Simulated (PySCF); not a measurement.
PySCF job for CH7NOSi3, SMILES O[Si@H]1N=C([SiH3])[SiH2]1, PBE0/pcSseg-1. Geometry optimised at TPSSh-D3(BJ)/def2-SVP. The structure was generated by enumeration; whether it is a known compound was not checked. Other conformers were not sampled.

```python
import numpy as np
from pyscf import gto, scf, dft
from pyscf.prop.nmr import rks as nmr

mol = gto.M(
    atom='''
    O     2.86441140    0.43978811    0.60113627
    Si    1.50523372   -0.51153347    0.45546072
    N    -0.03874934    0.19146590    1.09193507
    C    -0.83989351    0.11584004    0.06509852
    Si   -2.69010033    0.53852315    0.22235068
    Si    0.22253053   -0.39798053   -1.48813967
    H     3.40246489    0.32314399    1.39718743
    H     1.73199100   -1.82287796    1.12849863
    H    -3.47666566   -0.67225087   -0.15028352
    H    -3.03506792    0.96819095    1.60163810
    H    -3.02219672    1.61559714   -0.75332497
    H    -0.20300897   -1.54551731   -2.34539895
    H     0.47050396    0.77397954   -2.37694788
    ''',
    basis='pcSseg-1',
    charge=0,
    spin=0,
    max_memory=1600,
    verbose=3,
)
mf = dft.RKS(mol, xc='pbe0')
mf.grids.level = 3
mf.conv_tol = 1e-10
mf.max_cycle = 100
mf.kernel()
n = nmr.NMR(mf)
n.verbose = 2
n.max_cycle_cphf = 60
sigma = n.kernel()
print('atom   isotropic/ppm   span/ppm')
for i, s in enumerate(sigma):
    w = np.linalg.eigvalsh((s + s.T) / 2)
    print(f'{mol.atom_symbol(i):2s}{i + 1:3d} {w.mean():14.3f} {w[2] - w[0]:11.3f}')
```

It prints:

```
converged SCF energy = -1040.16017826023
atom   isotropic/ppm   span/ppm
O   1        272.108      73.010
Si  2        357.554      78.594
N   3       -394.784    1185.680
C   4        -67.383     325.819
Si  5        422.461      85.376
Si  6        369.314     289.011
H   7         28.470      19.278
H   8         25.734       7.127
H   9         26.991       5.755
H  10         27.204       7.605
H  11         26.783       5.555
H  12         25.569       8.263
H  13         26.071       5.394
```

Self-consistency was reached.

Cost: around 60 core-seconds (rough).
